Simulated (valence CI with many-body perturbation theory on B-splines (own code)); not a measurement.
**Si+: magnetic and hyperfine properties of the levels**

Calculated by relativistic CI+MBPT: three valence electrons over a frozen Dirac-Fock core [Ne], a basis of 11 s, 11 p, 9 d, 7 f, 5 g, 2 h, 1 i functions for each j, with the one-electron correlation potential Σ1 (screened to all orders), the two-electron term Σ2, the three-electron term Σ3, Breit, model QED; selected single and double excitations, second order for the rest (own B-spline code, finite nucleus).

Set against measurement, 28 paired levels are off by 47 cm⁻¹ on average, the worst by 124. These come from a selection out of the NIST Handbook of Basic Atomic Spectroscopic Data. Levels without a partner in it may be off by more.

A/g_I is the dipole constant over the nuclear g factor μ/I (μ in nuclear magnetons, uniformly magnetised nucleus), B/Q the quadrupole constant per barn. Both hold the static response of the core; the bare values leave it out. Large factors of s and p1/2 electrons are usually good to 5 to 10 %; those of open d and f shells near neutrality can be off by tens of per cent, and small factors of p3/2, d and f electrons come from cancelling terms and can be off by a factor of two or in sign, in half-filled shells by more. B is blank for J = 1/2, where it vanishes, and for nearly pure S terms. Energies count from the lowest level.

Names give the largest LS component (configuration and term), which can be under half, so a name can repeat, a term be missing and a line seem to break the LS rules; names also repeat where a configuration has a term twice.

```
         Level  E (cm⁻¹)      g  A/g_I (MHz)  A/g_I bare  B/Q (MHz/b)  B/Q bare
 3s²3p ²P°_1/2       0.0  0.666          728         633                       
 3s²3p ²P°_3/2       289  1.334          159         137          273       229
  3s3p² ⁴P_1/2     42729  2.670         2150        1880                       
  3s3p² ⁴P_3/2     42838  1.735          988         864          247       207
  3s3p² ⁴P_5/2     43014  1.601          964         841         -311      -261
  3s3p² ²D_3/2     55252  0.799         -328        -283          294       246
  3s3p² ²D_5/2     55268  1.200          732         640          420       350
  3s²4s ²S_1/2     65548  2.002          759         672                       
  3s3p² ²S_1/2     76704  2.002         4300        3740                       
  3s²3d ²D_3/2     79360  0.800         -104       -88.6          105      87.5
  3s²3d ²D_5/2     79376  1.200          255         223          152       126
 3s²4p ²P°_1/2     81210  0.666          130         113                       
 3s²4p ²P°_3/2     81270  1.334         58.4        51.7         60.1      51.1
  3s3p² ²P_1/2     83827  0.666          510         445                       
  3s3p² ²P_3/2     84029  1.334         -252        -215         -260      -220
  3s²5s ²S_1/2     97953  2.002          296         262                       
  3s²4d ²D_3/2    101040  0.800        -12.3       -9.15         11.4      8.95
  3s²4d ²D_5/2    101042  1.200         26.6        24.5         16.2      12.7
 3s²4f ²F°_7/2    103623  1.143         1.78        1.60         2.64      1.51
 3s²4f ²F°_5/2    103623  0.857        0.517       0.526         2.27      1.30
 3s²5p ²P°_1/2    103826  0.666         45.3        39.1                       
 3s²5p ²P°_3/2    103851  1.334         36.3        32.0         26.9      23.0
3s3p3d ²D°_3/2    108655  0.800         -261        -224         -139      -117
3s3p3d ²D°_5/2    108697  1.200          489         428         -205      -174
  3s²6s ²S_1/2    111176  2.002          135         119                       
  3s²5d ²D_3/2    112388  0.800        -5.24       -3.80         3.79      2.92
  3s²5d ²D_5/2    112388  1.200         9.72        9.17         5.41      4.17
 3s²5f ²F°_7/2    113802  1.143         2.67        2.36         2.13      1.42
 3s²5f ²F°_5/2    113803  0.857         1.84        1.65         1.82      1.21
 3s²6p ²P°_1/2    113960  0.666         10.5        9.01                       
 3s²6p ²P°_3/2    113974  1.334         42.7        37.4         19.0      16.2
3s3p3d ⁴F°_3/2    114172  0.399         -622        -540          168       138
```

(1) Take the isotope of mass number 29, with I = 1/2, μ = -0.55505 μN. What is the hyperfine structure of 3s²4s ²S_1/2?

## Answers

(1) From the table A = -842 MHz. Shifts from the centre of gravity in MHz: F = 0: 632, F = 1: -210.
